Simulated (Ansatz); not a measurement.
Molecule: AgH, charge 0, multiplicity 1. 
Structure (B3LYP-D3(BJ)/def2-TZVP (Ansatz, a first-principles code) minimum search):
```xyz
2

Ag     0.0000     0.0000    -0.0337
H      0.0000     0.0000     1.5853
```
Charge 0, spin multiplicity 1.

Basis-set convergence of Hartree-Fock and CCSD(T) correlation energies (hartree) with Ansatz. Cores are frozen in the correlated levels unless marked. Spin-orbit coupling is left out. The frozen core is the preceding noble-gas configuration, with the filled d and f shells of earlier blocks. In def2 rows, elements after Kr have scalar-relativistic effective core potentials.

The T1 diagnostic of CCSD in the largest basis is 0.030, which is high, so the coupled-cluster rows are less sure than usual.

```json
[
 {"basis": "def2-SVPD", "functions": "42", "E(HF)": "-146.62460", "E(corr, CCSD(T))": "-0.27206"},
 {"basis": "def2-TZVPPD", "functions": "73", "E(HF)": "-146.65958", "E(corr, CCSD(T))": "-0.41288"},
 {"basis": "def2-QZVPPD", "functions": "121", "E(HF)": "-146.66171", "E(corr, CCSD(T))": "-0.44682"}
]
```

Extrapolating the two largest sets (X = 3 and 4) as X^-3: E(corr) = (64·(-0.44682) - 27·(-0.41288))/37 = -0.4716 Eh, an estimate of the basis-set limit. The largest set recovers 94.7 % of it, the smallest 57.7 %.
